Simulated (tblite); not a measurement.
Species: C4H5FO3Si.
Atom-mapped SMILES: `[CH2:1]=[CH:2][C:3](=[O:4])[Si@H:5]([F:6])[O:7][CH:8]=[O:9]` (hydrogens: H10, H11 on C1; H12 on C2; H13 on Si5; H14 on C8)

Structure optimised with GFN2-xTB, isolated species.

Q: Give the optimised bond lengths and angles.

A: 
```
   bond  length (Å)
  C1=C2       1.329
  C2–C3       1.476
  C3=O4       1.215
 C3–Si5       1.924
 Si5–F6       1.608
 Si5–O7       1.655
  O7–C8       1.323
  C8=O9       1.188
 C1–H10       1.079
 C1–H11       1.077
 C2–H12       1.080
Si5–H13       1.441
 C8–H14       1.104
```

A selection of angles:
```
    angle  degrees
 C1–C2–C3    121.5
 C2–C3–O4    122.4
C2–C3–Si5    118.9
O4–C3–Si5    118.6
C3–Si5–F6    107.1
C3–Si5–O7    105.2
F6–Si5–O7    104.2
Si5–O7–C8    127.2
 O7–C8–O9    125.6
```

Dihedral angles: C1–C2–C3–O4 12° (synperiplanar); C2–C3–Si5–F6 86° (synclinal); C3–Si5–O7–C8 -171° (antiperiplanar); Si5–O7–C8–O9 9° (synperiplanar).

Si5 (fluorine-bound silicon) is distorted tetrahedral (angles from 104.2° to 116.2°). The C–O distances run from 1.188 Å (C8=O9, drawn double) to 1.323 Å (O7–C8, drawn single), a spread of 0.135 Å. The 2 C–C bonds span 1.329 Å (C1=C2, drawn double) to 1.476 Å (C2–C3, drawn single), a spread of 0.147 Å. Of the pairs four or more bonds apart, O4···H10 is among the closest relative to their van der Waals radii: 2.55 Å, 94 % of the sum of Bondi's values.

Point group: C1 (no symmetry element, even within 0.4 Å). Its GFN2-xTB frequencies are all real (lowest 18 cm⁻¹). One conformer, not necessarily the lowest. 3 starts were optimised and ended at 0.00, 0.09 and 0.28 kcal/mol (GFN2-xTB); the lowest of these is shown.

The numbers are calculated, not measured.
